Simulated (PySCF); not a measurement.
# How methods differ on the electron affinity of I

I⁻ [Xe] (1S) → I [Kr] 4d10 5s2 5p5 (2P), as a difference of total energies. All numbers are calculated (PySCF 2.14, the spin-free X2C one-electron Hamiltonian (Gaussian nucleus), in aug-cc-pwCVTZ-DK3 with one added diffuse shell each of s, p, d, f type (11s10p8d5f1g, 125 functions)). Correlated levels: valence and next inner shell: [Ar] 3d10 frozen. The calculations carry no spin-orbit coupling.

```
                                method  electron affinity (eV)
                                   UHF                   2.293
    MP2 (valence and next inner shell)                   3.290
SCS-MP2 (valence and next inner shell)                   3.193
   CCSD (valence and next inner shell)                   3.095
CCSD(T) (valence and next inner shell)                   3.177
```

Task: How much does correlation contribute at CCSD(T) (valence and next inner shell)?

Result: 3.177 − (2.293) = 0.884 eV, measured against UHF.

A first-order spin-orbit estimate (lowest level to lowest level, LS coupling) adds -0.299 eV.

Errors of the correlated levels include the incompleteness of this basis and the frozen core.

For comparison: 3.059 eV (measured; photodetachment measurements, as compiled on the Wikipedia data page of electron affinities).
